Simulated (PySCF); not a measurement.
# Electron correlation in Al (aluminium, neutral)

[Ne] 3s1 3p1 4s1, high-spin 4P determinant (an excited configuration). All numbers are calculated (PySCF 2.14, the spin-free X2C one-electron Hamiltonian (Gaussian nucleus), in aug-cc-pCVTZ-DK (8s7p5d3f, 75 functions)). Frozen: [Ne]; 3 electrons correlated.

MP2 pair energies summed by pair of shells (mhartree):

```csv
pair,energy,share (%)
3s-3p,-2.53,40.0
3p-4s,-2.29,36.2
3s-4s,-1.51,23.9
```

Total MP2 correlation energy: -6.32 mhartree.

Same-spin part -6.32 and opposite-spin part 0.00 mhartree; SCS-MP2 scales them by 1/3 and 6/5 to -2.11 mhartree.
